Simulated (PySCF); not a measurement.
**Correlation energy of C⁺ (carbon, charge +1)**

[He] 2s2 2p1, 2P determinant. Computed with PySCF 2.14 in Sapporo-DZP-2012 (4s3p1d, 18 functions), with scalar relativity by spin-free X2C-1e. Frozen: 1s2; 3 electrons correlated.

MP2 pair energies summed by pair of shells (mhartree):

```json
{"pair": "2s-2s", "energy": "-26.41", "share (%)": "60.5"}
{"pair": "2s-2p", "energy": "-17.26", "share (%)": "39.5"}
```

Total MP2 correlation energy: -43.67 mhartree.

Same-spin part -2.83 and opposite-spin part -40.84 mhartree; SCS-MP2 scales them by 1/3 and 6/5 to -49.95 mhartree.

```json
{"level": "CCSD", "correlation energy (mhartree)": "-69.84"}
{"level": "(T)", "correlation energy (mhartree)": "-0.73"}
{"level": "CCSD(T)", "correlation energy (mhartree)": "-70.57"}
```

Diagnostics: T1 = 0.0096, D1 = 0.0182, largest double amplitude 0.135.

Cost of the coupled-cluster step: 0.08 s of wall time on 1 thread of Neoverse-V2 (shared host), for 3 correlated electrons.
